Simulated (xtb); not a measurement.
CHO$_{2}$, doublet, at a GFN2-xTB geometry; GFN0-xTB run with xtb.

Here is a job for xtb.
```
$ xtb mol.xyz --gfn 0 --uhf 1 --json

# file mol.xyz
4

O     -1.03300099    -0.39412693    -0.00168439
C     -0.02709385     0.41048045    -0.01284311
O      1.15649400     0.25596664     0.00752085
H     -0.82538098    -1.35760035     0.03036691
```

Output, abridged:

```
   ID    Z sym.   atoms
    1    8 O      1, 3
    2    6 C      2
    3    1 H      4

           -------------------------------------------------
          |                Calculation Setup                |
           -------------------------------------------------

           -------------------------------------------------
          |                 G F N 0 - x T B                 |
           -------------------------------------------------

          ...................................................
          :                      SETUP                      :
          :.................................................:
          :  # basis functions                  14          :
          :  # atomic orbitals                  14          :
          :  # shells                            8          :
          :  # electrons                        17          :
          :  electronic temp.          300.0000000     K    :
          :  accuracy                    1.0000000          :
          :  -> integral cutoff          0.2500000E+02      :
          :  -> integral neglect         0.1000000E-07      :
          ...................................................

         :::::::::::::::::::::::::::::::::::::::::::::::::::::
         ::                     SUMMARY                     ::
         :::::::::::::::::::::::::::::::::::::::::::::::::::::
         :: total energy              -9.133256020902 Eh    ::
         :: gradient norm              0.016422868819 Eh/a0 ::
         :: HOMO-LUMO gap              2.502698476227 eV    ::
         ::.................................................::
         :: H0 energy                 -9.129901437229 Eh    ::
         :: repulsion energy           0.067886576116 Eh    ::
         :: electrostat energy        -0.045664806936 Eh    ::
         :: -> Gsolv                   0.000000000000 Eh    ::
         ::    -> Gsasa                0.000000000000 Eh    ::
         ::    -> Gshift               0.000000000000 Eh    ::
         :: dispersion energy         -0.000420073688 Eh    ::
         :: short-range corr.         -0.025156279165 Eh    ::
         :: add. restraining           0.000000000000 Eh    ::
         :: total charge               0.000000000000 e     ::
         :::::::::::::::::::::::::::::::::::::::::::::::::::::

           -------------------------------------------------
          |                Property Printout                |
           -------------------------------------------------

    * Orbital Energies and Occupations

         #    Occupation            Energy/Eh            Energy/eV
      -------------------------------------------------------------
         1        2.0000           -0.7038911             -19.1539
         2        2.0000           -0.6894097             -18.7598
         3        2.0000           -0.5989417             -16.2980
         4        2.0000           -0.5290608             -14.3965
         5        2.0000           -0.5090188             -13.8511
         6        2.0000           -0.5049443             -13.7402
         7        2.0000           -0.4406628             -11.9910
         8        2.0000           -0.4285834             -11.6623
         9        1.0000           -0.3208761              -8.7315 (HOMO)
        10                         -0.2289036              -6.2288 (LUMO)
        11                         -0.1569041              -4.2696
        12                          0.1410014               3.8368
        13                          0.1966549               5.3513
        14                          0.4457791              12.1303
      -------------------------------------------------------------
                  HL-Gap            0.0919725 Eh            2.5027 eV
             Fermi-level            0.0000000 Eh            0.0000 eV

     #   Z          covCN         q      C6AA      α(0)
     1   8 O        1.657    -0.499    22.684     6.443
     2   6 C        1.711     0.566    20.369     7.298
     3   8 O        0.856    -0.421    22.039     6.299
     4   1 H        0.802     0.354     0.579     1.195

 Mol. C6AA /au·bohr⁶  :        215.328009
 Mol. C8AA /au·bohr⁸  :       4778.274216
 Mol. α(0) /au        :         21.234560

Wiberg/Mayer (AO) data.
largest (>0.10) Wiberg bond orders for each atom

 ---------------------------------------------------------------------------
     #   Z sym  total        # sym  WBO       # sym  WBO       # sym  WBO
 ---------------------------------------------------------------------------
     1   8 O    2.535 --     2 C    1.370     4 H    0.938     3 O    0.227
     2   6 C    3.382 --     3 O    1.976     1 O    1.370
     3   8 O    2.237 --     2 C    1.976     1 O    0.227
     4   1 H    1.007 --     1 O    0.938
 ---------------------------------------------------------------------------

Topologies differ in total number of bonds
Writing topology from bond orders to xtbtopo.mol

 dipole moment from electron density (au)
     X       Y       Z
  -0.7298  -0.8311   0.0156  total (Debye):    2.812

           -------------------------------------------------
          | TOTAL ENERGY               -9.133256020902 Eh   |
          | GRADIENT NORM               0.016422868819 Eh/α |
          | HOMO-LUMO GAP               2.502698476227 eV   |
           -------------------------------------------------

normal termination of xtb
```
